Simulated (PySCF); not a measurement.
Ligand exchange on a metal centre used in film growth or etching (Zr F-NH2). Gas-phase values, no solvent. One relaxed conformer stands for each flexible species; it need not be the lowest.

The HOMO–LUMO gap from two functionals at the same geometries (BP86-D3(BJ)/def2-SVP), both in PySCF: PBE-D3(BJ)/def2-TZVP and TPSSh-D3(BJ)/def2-TZVP. 

```tsv
species	TPSSh-D3(BJ)/def2-TZVP (eV)
1 of 4 F replaced by NH2	5.73
2 of 4 F replaced by NH2 ([Zr(F)2(NH2)2])	5.13
3 of 4 F replaced by NH2	5.73
4 of 4 F replaced by NH2 ([Zr(NH2)4])	5.57
```

### Question
What does PBE-D3(BJ)/def2-TZVP give for each?

### Answer

- 1 of 4 F replaced by NH2: 4.62
- 2 of 4 F replaced by NH2 ([Zr(F)2(NH2)2]): 4.04
- 3 of 4 F replaced by NH2: 4.65
- 4 of 4 F replaced by NH2 ([Zr(NH2)4]): 4.49
Over these rows, drawn at random from the members with no instability flagged (it was tested for open shells, ions and some series alone), PBE minus TPSSh-D3(BJ): mean -1.09 eV, from -1.11 eV to -1.07 eV.
